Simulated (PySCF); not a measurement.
C3H6OSi, SMILES C#C[Si@@H](C)O.

The structure is a stationary point at r2SCAN-D4/def2-SVP. The structure was generated by enumeration; whether it is a known compound was not checked. Other conformers were not sampled.

Calculation: PySCF with TDA-PBE/def2-SVPD.

Vertical excitations. Isolated molecule, no solvent.

Question: Give excitation energies, oscillator strengths and character. (An estimate is asked for; the answer gives what the named calculation found.)

Answer: 
```tsv
state	energy (eV)	λ (nm)	f	main pairs
S1	5.66	219	0.001	HOMO→LUMO 96 %
S2	6.01	206	0.007	HOMO−1→LUMO 59 %, HOMO→LUMO+1 34 %
S3	6.17	201	0.009	HOMO−1→LUMO+1 53 %, HOMO−2→LUMO 31 %, HOMO→LUMO+1 15 %
S4	6.26	198	0.001	HOMO−2→LUMO 60 %, HOMO−1→LUMO+1 38 %
S5	6.54	190	0.036	HOMO−2→LUMO+1 80 %
S6	6.88	180	0.023	HOMO→LUMO+2 92 %
S7	6.98	178	0.024	HOMO−1→LUMO+2 51 %, HOMO−3→LUMO 36 %
S8	6.98	178	0.055	HOMO−3→LUMO 59 %, HOMO−1→LUMO+2 24 %
S9	7.33	169	0.084	HOMO−3→LUMO+1 76 %
S10	7.46	166	0.016	HOMO−2→LUMO+2 93 %
T1	4.84	256	0	HOMO−1→LUMO 54 %, HOMO→LUMO+1 27 %
T2	5.18	239	0	HOMO→LUMO 69 %, HOMO−1→LUMO+1 20 %
T3	5.26	236	0	HOMO→LUMO+1 57 %, HOMO−1→LUMO 32 %
T4	5.82	213	0	HOMO−1→LUMO+1 42 %, HOMO−2→LUMO 31 %, HOMO→LUMO 23 %
```
Triplets are in the Tamm–Dancoff approximation.
